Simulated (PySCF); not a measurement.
C10H16.
SMILES with atom numbers: `[CH2:1]=[CH:2][CH2:3][C@@H:4]1[C@H:5]2[CH2:6][C@@H:7]1[C@H:8]([CH3:9])[CH2:10]2`

Cartesian coordinates in Å at the PBE0-D3(BJ)/def2-SVP level; atoms count from 1:
```
atom  x, y, z in Å
C1     2.6877    0.9816   -1.4200
C2     2.3649   -0.1616   -0.8132
C3     1.0710   -0.8943   -0.9780
C4     0.3420   -1.0560    0.3470
C5    -1.1443   -1.4929    0.4229
C6    -1.1381   -0.8492    1.8252
C7    -0.1933    0.1640    1.1405
C8    -1.1194    0.8494    0.1207
C9    -2.0126    1.9376    0.6907
C10   -1.8614   -0.4164   -0.4004
H11    2.0017    1.4663   -2.1228
H12    3.6470    1.4748   -1.2423
H13    3.0823   -0.6077   -0.1116
H14    0.4462   -0.3741   -1.7201
H15    1.2655   -1.9021   -1.3879
H16    0.9458   -1.6884    1.0199
H17   -1.4475   -2.5379    0.2630
H18   -2.0949   -0.4870    2.2327
H19   -0.6215   -1.4660    2.5747
H20    0.4809    0.8172    1.7129
H21   -0.5092    1.2961   -0.6817
H22   -1.4157    2.7792    1.0764
H23   -2.6375    1.5642    1.5171
H24   -2.6908    2.3364   -0.0802
H25   -1.7571   -0.5623   -1.4868
H26   -2.9397   -0.3860   -0.1765
```

Definitions: NICS(0) = −σiso at the ring centroid; NICS(1) = −σiso and NICS(1)zz = −σzz at ±1 Å along the ring normal z. Level: GIAO PBE0/pcSseg-1 (PySCF, non-relativistic, gas phase) on the PBE0-D3(BJ)/def2-SVP geometry, one conformer.

Rings: 1. C4–C5–C6–C7; 2. C4–C5–C10–C8–C7.

| set | NICS(0) | NICS(1), two faces | NICS(1)zz, two faces |
| --- | --- | --- | --- |
| P | -9.4 | -4.8 / -21.0 | -9.6 / -21.5 |
| Q | -13.3 | -13.0 / -6.0 | -18.9 / -3.9 |

Task: Which set (ppm) belongs to which ring?

Result: P = 2, Q = 1.
- 1 (4-membered carbocycle; formal bonds all single): mean NICS(1)zz -11.4 ppm, shielded. C4, C5, C6, C7 have four or more neighbours, so the value isn't read as a sign of a π ring current.
- 2 (5-membered carbocycle; formal bonds all single): mean NICS(1)zz -15.5 ppm, shielded. C4, C5, C7, C8, C10 have four or more neighbours; no verdict on aromaticity is drawn.

Task: How do the rings differ in shape?

Result: 
```tsv
ring	bond lengths (Å)	rms pucker (Å)	HOMA	nearest outside atom to a NICS(1) probe (Å)
1	1.551, 1.543, 1.545, 1.551	0.25	–	carbon 1.08
2	1.551, 1.533, 1.557, 1.539, 1.551	0.32	–	carbon 0.74
```
